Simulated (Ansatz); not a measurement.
Geometry optimisation, DFT PBE-D3(BJ), scalar-relativistic, plane waves, PAW (Ansatz).

input.yaml

```yaml
crystal:
  lattice:
    - [0.0, 5.43, 5.43]
    - [5.43, 0.0, 5.43]
    - [5.43, 5.43, 0.0]
  atoms:
    - { symbol: Si, position: [0.0, 0.0, 0.0] }
    - { symbol: Si, position: [0.125, 0.125, 0.125] }
    - { symbol: Si, position: [0.0, 0.0, 0.5] }
    - { symbol: Si, position: [0.125, 0.125, 0.625] }
    - { symbol: Si, position: [0.0, 0.5, 0.0] }
    - { symbol: Si, position: [0.125, 0.625, 0.125] }
    - { symbol: Si, position: [0.0, 0.5, 0.5] }
    - { symbol: Si, position: [0.125, 0.625, 0.625] }
    - { symbol: Si, position: [0.5, 0.0, 0.0] }
    - { symbol: Si, position: [0.625, 0.125, 0.125] }
    - { symbol: Si, position: [0.5, 0.0, 0.5] }
    - { symbol: Si, position: [0.625, 0.125, 0.625] }
    - { symbol: Si, position: [0.5, 0.5, 0.0] }
    - { symbol: Si, position: [0.625, 0.625, 0.125] }
    - { symbol: Si, position: [0.5, 0.5, 0.5] }
    - { symbol: Si, position: [0.625, 0.625, 0.625] }
    - { symbol: Ti, position: [0.875685, 0.8721396, 0.3701799] }
basis:
  ecutwfc: 420.0
kpoints:
  mp_grid: { grid: [2, 2, 2] }
hamiltonian:
  xc: pbe
  dispersion: d3bj
  pseudopotentials: { kind: paw, azcp: { folder: soft_1 } }
scf:
  occupations: { method: gaussian, width: 0.05 }
  lower_state_search: "off"
relax:
  f_tol: 0.03
  max_steps: 60
  adjacent_minimum: "off"
output:
  write_density: true
  write_potential: true
  elf: true
  volumetric_format: npy
```

Command:

```bash
$ ansatz run input.yaml --threads 1 --pin off --max-ram 3072MiB --backend cpu --events-out ev --progress --plain --runs-dir out
```

Q: Where does it end, and by what steps?

A: It converged. Limits of this set-up: coarse k mesh, a small cell, in which the defect meets its images. After 3 steps the energy has fallen by 0.392 eV; Si7 moved furthest, 0.08 Å.

| step | energy less start (eV) | largest force component (eV/Å) | accepted |
| --- | --- | --- | --- |
| 0 | 0.0000 | 1.185 | yes |
| 1 | -0.3658 | 0.342 | yes |
| 2 | -0.3910 | 0.045 | yes |
| 3 | -0.3920 | 0.002 | yes |

```xyz
17
Lattice="0.0000 5.4300 5.4300 5.4300 0.0000 5.4300 5.4300 5.4300 0.0000" Properties=species:S:1:pos:R:3
Si -0.046 -0.045 0.044
Si 1.355 1.357 1.393
Si 2.757 2.759 0.044
Si 4.071 4.071 1.356
Si 2.728 -0.017 2.699
Si 4.034 1.356 4.072
Si 5.383 2.758 2.670
Si 6.785 4.107 4.072
Si -0.019 2.730 2.699
Si 1.355 4.035 4.071
Si 2.758 5.383 2.669
Si 4.105 6.786 4.072
Si 2.728 2.729 5.445
Si 4.069 4.071 6.787
Si 5.411 5.412 5.446
Si 6.785 6.785 6.751
Ti 6.786 6.786 9.502
```

The run took 34 s on 1 thread of Arm Neoverse V1 (shared host), peak memory 0.55 GiB.
